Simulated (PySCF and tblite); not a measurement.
The numbers below are computed, except where a source is named.
System: C3H4BF2N, numbered as in [H]/[N:1]=[CH:2]\[CH:3]=[CH:4]\[B:5]([F:6])[F:7].

For the rotation about the B5–C4 bond (torsion F6–B5–C4–C3 from 180° to 360°, rising): electronic barrier 5.75 kcal/mol, zero-point change -0.29 kcal/mol, thermal and entropy terms at 350 K a further 0.55 kcal/mol (symmetry numbers apart). The minimum is Cs, the saddle Cs. The path came from a restrained scan, a climbing-image band and a saddle search at GFN2-xTB; energies are PBE0/pcSseg-1 + D3(BJ)//PBE0-D3(BJ)/def2-SVP, thermal terms GFN2-xTB. Rates follow Eyring's equation with the number of equivalent paths and no tunnelling. Run with tblite and PySCF.

(1) How many equivalent paths lead out of the minimum?

(2) Work out the rate at 350 K.

Results:

(1) 2: the symmetry number of the minimum is 1, that of the saddle displaced along its mode 1, and the displaced saddle is chiral while the minimum is not, which doubles the count.

(2) ΔG‡ = 6.01 kcal/mol; k_B T/h = 7.3×10¹² s⁻¹; exp(−ΔG‡/RT) = 0.00018; times 2 gives k = 2.6×10⁹ s⁻¹. Wigner's tunnelling factor for the 92i cm⁻¹ mode would be 1.01.
